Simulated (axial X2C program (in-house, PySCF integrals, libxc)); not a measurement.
## TcH⁺: from Re and ωe to a spectrum

A bond curve at the PBE0 level, 2c, was computed with an axial X2C code built on PySCF integrals (basis Tc dyall-cv3z [12s12p8d5f3g], H dyall-v3z [6s2p1d] (cores contracted in-house)) for the state Ω = 5/2 (⟨Sz⟩ = 2.50, ⟨Lz⟩ = 0.00 at PBE0). Its fit gives Re = 1.6575 Å, ωe = 1908.8 cm⁻¹, ωexe = 27.6 cm⁻¹ and αe = 1.490e-01 cm⁻¹; the masses are 98.9072 and 1.0078 u. Two-component means X2C with spin–orbit coupling and atomic mean-field Coulomb and Gaunt terms.

(1) Find the reduced mass, Be and the force constant.

(2) Estimate De from a Morse curve and compare with the computed well depth of 2.412 eV to Tc+ + H.

(3) Estimate the centrifugal constant by the Kratzer relation.

(4) A Morse curve ties αe to the other constants (Pekeris). How well does that hold?

(5) Where do the fundamental and the first overtone lie?

Occupations by symmetry block were frozen at the best pattern of an incomplete PBE0 search. Dissociation energies refer to the lowest single-determinant-based atoms at the same level and basis. Density functionals use the spin component along the axis (collinear). With several unpaired electrons one determinant need not be a pure state. This is the top spin component of a Σ state; components of lower Ω are not single determinants and can lie lower.

## Answers

(1) From the PBE0 values: μ = 0.9976 u. Be = 16.8576/(μ Re²) = 6.151 cm⁻¹. k = 5.8918×10⁻⁷ μ ωe² = 2.14 mdyn/Å.

(2) De(Morse) = ωe²/(4ωexe) = 4.092 eV against 2.412 eV computed, a ratio of 1.70. The extrapolation overshoots: the well softens faster than a Morse curve, or the lowest atomic limit lies below the one to which the curve heads.

(3) D = 4Be³/ωe² = 2.55e-04 cm⁻¹.

(4) αe(Morse) = 6Be²/ωe × (√(ωexe/Be) − 1) = 1.330e-01 cm⁻¹; the PBE0 curve gives 1.490e-01 cm⁻¹, a ratio of 0.89.

(5) ν(1←0) = ωe − 2ωexe = 1853.6 cm⁻¹; ν(2←0) = 2ωe − 6ωexe = 3652.0 cm⁻¹.
